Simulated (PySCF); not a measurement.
## Radial density of O (oxygen, neutral)

wB97M-V, [He] 2s2 2p4, high-spin 3P determinant. All numbers are calculated (PySCF 2.14, the non-relativistic Hamiltonian (point nucleus), in aug-cc-pwCVTZ (7s6p4d2f, 59 functions)).

```json
{"r (bohr)": "0.00366", "4πr²ρ (e/bohr)": "0.04947", "4πr²(ρα − ρβ)": "0.0000"}
{"r (bohr)": "0.00615", "4πr²ρ (e/bohr)": "0.1350", "4πr²(ρα − ρβ)": "0.0000"}
{"r (bohr)": "0.0103", "4πr²ρ (e/bohr)": "0.3561", "4πr²(ρα − ρβ)": "0.0001"}
{"r (bohr)": "0.0174", "4πr²ρ (e/bohr)": "0.9016", "4πr²(ρα − ρβ)": "0.0002"}
{"r (bohr)": "0.0293", "4πr²ρ (e/bohr)": "2.109", "4πr²(ρα − ρβ)": "0.0007"}
{"r (bohr)": "0.0493", "4πr²ρ (e/bohr)": "4.351", "4πr²(ρα − ρβ)": "0.0025"}
{"r (bohr)": "0.0828", "4πr²ρ (e/bohr)": "7.243", "4πr²(ρα − ρβ)": "0.0122"}
{"r (bohr)": "0.139", "4πr²ρ (e/bohr)": "8.519", "4πr²(ρα − ρβ)": "0.0646"}
{"r (bohr)": "0.234", "4πr²ρ (e/bohr)": "5.906", "4πr²(ρα − ρβ)": "0.2684"}
{"r (bohr)": "0.394", "4πr²ρ (e/bohr)": "3.176", "4πr²(ρα − ρβ)": "0.8217"}
{"r (bohr)": "0.663", "4πr²ρ (e/bohr)": "4.320", "4πr²(ρα − ρβ)": "1.4961"}
{"r (bohr)": "1.12", "4πr²ρ (e/bohr)": "4.101", "4πr²(ρα − ρβ)": "1.3192"}
{"r (bohr)": "1.88", "4πr²ρ (e/bohr)": "1.433", "4πr²(ρα − ρβ)": "0.4507"}
{"r (bohr)": "3.16", "4πr²ρ (e/bohr)": "0.1698", "4πr²(ρα − ρβ)": "0.0474"}
{"r (bohr)": "5.31", "4πr²ρ (e/bohr)": "0.003597", "4πr²(ρα − ρβ)": "0.0001"}
{"r (bohr)": "8.93", "4πr²ρ (e/bohr)": "2.866e-05", "4πr²(ρα − ρβ)": "0.0000"}
```
